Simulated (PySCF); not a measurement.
PySCF input for B(SH)3 (BH3S3), SMILES SB(S)S, PBE0-D3(BJ)/def2-SVP. Geometry optimised at PBE0-D3(BJ)/def2-SVP. Other conformers were not sampled.

```python
import numpy as np
from pyscf import gto, scf, dft, df
from pyscf.hessian import thermo

mol = gto.M(
    atom='''
    B     0.00752973   -0.01172683    0.00000000
    S    -1.63247192    0.75458335    0.00000000
    H    -1.21144152    2.03785883    0.00000000
    S     0.00737147   -1.82015319    0.00000000
    H     1.34382065   -2.00233196    0.00000000
    S     1.46323162    1.06025878    0.00000000
    H     2.41987346    0.10808420    0.00000000
    ''',
    basis='def2-SVP',
    charge=0,
    spin=0,
    max_memory=1600,
    verbose=3,
)
mf = dft.RKS(mol, xc='pbe0').density_fit(auxbasis='def2-universal-jkfit')
mf.disp = 'd3bj'
mf.grids.level = 3
mf.conv_tol = 1e-11
mf.max_cycle = 100
mf.kernel()

# [left out here: the lines that compute and print the analytic Hessian (its translational invariance restored by hand, since the grid's response is missing), thermochemistry and intensities]
```

Output:

```
converged SCF energy = -1220.48264874342

WARN: DFTD3 does not support analytical Hessian, using finite difference


WARN: Mole.unit (angstrom) is changed to Bohr

Mode                                 0                   1                   2
Irrep
Freq [cm^-1]                       65.9405            213.0483            234.4686
Reduced mass [au]                   1.0518             11.2034              7.5112
Force const [Dyne/A]                0.0027              0.2996              0.2433
Char temp [K]                      94.8736            306.5291            337.3480
Normal mode                   x     y     z       x     y     z       x     y     z
       0   B                -0.00 -0.00 -0.01   -0.04 -0.06 -0.00   -0.06  0.04  0.00
       1   S                 0.00  0.00  0.02    0.03  0.10  0.00   -0.09  0.03  0.00
       2   H                 0.00  0.00 -0.57    0.21  0.04  0.00   -0.09  0.03 -0.00
       3   S                 0.00 -0.00 -0.02    0.06 -0.07  0.00    0.08  0.05 -0.00
       4   H                 0.00  0.00  0.63    0.08  0.05 -0.00    0.10  0.18  0.00
       5   S                -0.00  0.00  0.02   -0.09 -0.01  0.00    0.03 -0.09 -0.00
       6   H                 0.00  0.00 -0.48   -0.02  0.06  0.00   -0.09 -0.21  0.00
Mode                                 3                   4                   5
Irrep
Freq [cm^-1]                      320.6674            370.1291            416.2161
Reduced mass [au]                   1.1849              1.1117              4.1946
Force const [Dyne/A]                0.0718              0.0897              0.4281
Char temp [K]                     461.3690            532.5334            598.8422
Normal mode                   x     y     z       x     y     z       x     y     z
       0   B                 0.00 -0.00  0.07   -0.00  0.00 -0.07    0.00 -0.00  0.27
       1   S                -0.00  0.00  0.01    0.00 -0.00  0.03   -0.00  0.00 -0.03
       2   H                 0.00  0.00 -0.09    0.00 -0.00 -0.75   -0.00  0.00 -0.23
       3   S                -0.00 -0.00 -0.04   -0.00  0.00  0.01    0.00 -0.00 -0.02
       4   H                -0.00 -0.00  0.48   -0.00 -0.00 -0.48    0.00 -0.00 -0.29
       5   S                 0.00  0.00 -0.04    0.00 -0.00  0.01    0.00  0.00 -0.02
       6   H                 0.00  0.00  0.77   -0.00 -0.00  0.31    0.00  0.00 -0.17
Mode                                 6                   7                   8
Irrep
Freq [cm^-1]                      448.9435            763.2039            793.4382
Reduced mass [au]                  20.4491              1.5178              1.1627
Force const [Dyne/A]                2.4283              0.5209              0.4313
Char temp [K]                     645.9297           1098.0805           1141.5809
Normal mode                   x     y     z       x     y     z       x     y     z
       0   B                -0.00  0.00 -0.00    0.07 -0.10 -0.00   -0.07 -0.07  0.00
       1   S                -0.08  0.04  0.00   -0.06  0.01  0.00    0.00 -0.01 -0.00
       2   H                -0.07  0.04  0.00    0.41 -0.14  0.00    0.14 -0.06  0.00
       3   S                 0.00 -0.10  0.00    0.01  0.05  0.00   -0.02  0.00 -0.00
       4   H                 0.00 -0.08  0.00   -0.06 -0.46  0.00    0.07  0.73 -0.00
       5   S                 0.08  0.06  0.00   -0.00 -0.02  0.00    0.02 -0.00 -0.00
       6   H                 0.07  0.04  0.00    0.35  0.33  0.00    0.39  0.36  0.00
Mode                                 9                  10                  11
Irrep
Freq [cm^-1]                      802.5075           1023.1436           1062.5895
Reduced mass [au]                   1.2284              2.9285              3.5648
Force const [Dyne/A]                0.4661              1.8062              2.3714
Char temp [K]                    1154.6297           1472.0758           1528.8297
Normal mode                   x     y     z       x     y     z       x     y     z
       0   B                -0.10 -0.02  0.00   -0.19  0.16  0.00   -0.15 -0.19  0.00
       1   S                -0.00 -0.02 -0.00    0.03 -0.02 -0.00    0.03  0.01 -0.00
       2   H                 0.70 -0.25  0.00    0.07 -0.03  0.00   -0.37  0.13 -0.00
       3   S                -0.00  0.01 -0.00    0.01 -0.02 -0.00    0.01  0.04 -0.00
       4   H                 0.00  0.04 -0.00   -0.03 -0.34  0.00   -0.03 -0.24 -0.00
       5   S                 0.03  0.04 -0.00    0.01 -0.02 -0.00    0.03  0.03 -0.00
       6   H                -0.35 -0.34 -0.00    0.29  0.27  0.00   -0.05 -0.05 -0.00
Mode                                12                  13                  14
Irrep
Freq [cm^-1]                     2715.0253           2719.7570           2729.0021
Reduced mass [au]                   1.0386              1.0384              1.0382
Force const [Dyne/A]                4.5108              4.5257              4.5556
Char temp [K]                    3906.3169           3913.1248           3926.4264
Normal mode                   x     y     z       x     y     z       x     y     z
       0   B                -0.00 -0.00 -0.00   -0.00  0.00  0.00    0.00 -0.00  0.00
       1   S                -0.01 -0.03 -0.00    0.00  0.01 -0.00   -0.00 -0.00 -0.00
       2   H                 0.28  0.87  0.00   -0.10 -0.33 -0.00    0.01  0.02  0.00
       3   S                 0.00 -0.00  0.00    0.01 -0.00  0.00    0.03 -0.00  0.00
       4   H                -0.07  0.01  0.00   -0.23  0.03 -0.00   -0.94  0.13 -0.00
       5   S                -0.01  0.01  0.00   -0.02  0.02  0.00    0.01 -0.01 -0.00
       6   H                 0.24 -0.24 -0.00    0.63 -0.63 -0.00   -0.17  0.17  0.00
temperature 298.1500 [K]
pressure 101325.00 [Pa]
Rotational constants [GHz] 3.15100 2.94528 1.52234
Symmetry number 1
Zero-point energy (ZPE) 0.03344 [Eh]   87794.419 [J/mol]
                           tot       elec      trans        rot        vib
Entropy [J/mol/K]       337.075      0.000    167.370    115.153     54.551
Cv [J/mol/K]             84.503      0.000     12.472     12.472     59.560
Cp [J/mol/K]             92.818      0.000     20.786     12.472     59.560
Internal energy [J/mol]                      3718.434   3718.434  96864.575
Internal energy [Eh]   -1220.44292  -1220.48265
Enthalpy [J/mol]                             6197.391   3718.434  96864.575
Enthalpy [Eh]          -1220.44198
Gibbs free energy [J/mol]                  -43704.077 -30614.468  80600.085
Gibbs free energy [Eh] -1220.48026
mode   freq/cm-1   IR/(km/mol)
   1       65.94         4.174
   2      213.05         0.693
   3      234.47         3.952
   4      320.67        30.678
   5      370.13        18.865
   6      416.22         4.369
   7      448.94         0.056
   8      763.20       103.313
   9      793.44        16.273
  10      802.51        34.143
  11     1023.14        97.600
  12     1062.59       105.682
  13     2715.03         0.188
  14     2719.76         1.024
  15     2729.00         1.425
max |gradient| / (hartree/bohr): 5.0293235410037304e-05
APT charges: [ 0.8634 -0.343   0.066  -0.3365  0.0473 -0.3448  0.0476]
```

The calculation finished and met its thresholds.
